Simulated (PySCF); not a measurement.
Ge(Et)(OH)3 (C2H8GeO3), SMILES [Ge]([CH2]C)([OH])([OH])[OH]. The structure is a stationary point at B3LYP-D3(BJ)/def2-SVP. Other conformers were not sampled.

Computed equilibrium geometry at B3LYP-D3(BJ)/def2-SVP (PySCF confirms it by a frequency run) as a Z-matrix (one conformer of several):
```
Ge
O 1 1.7790
H 2 0.9660 1 111.75
O 1 1.7790 2 100.65 3 161.05
H 4 0.9660 1 112.07 2 169.82
O 1 1.7835 2 110.04 3 44.00
H 6 0.9674 1 111.66 2 62.57
C 1 1.9488 2 113.74 3 -76.91
H 8 1.1025 1 107.29 2 69.30
H 8 1.1028 9 106.29 1 -115.00
C 8 1.5318 9 111.67 10 -122.08
H 11 1.1011 8 111.02 9 -61.17
H 11 1.1016 12 106.99 8 121.50
H 11 1.1017 12 108.03 13 115.90
```
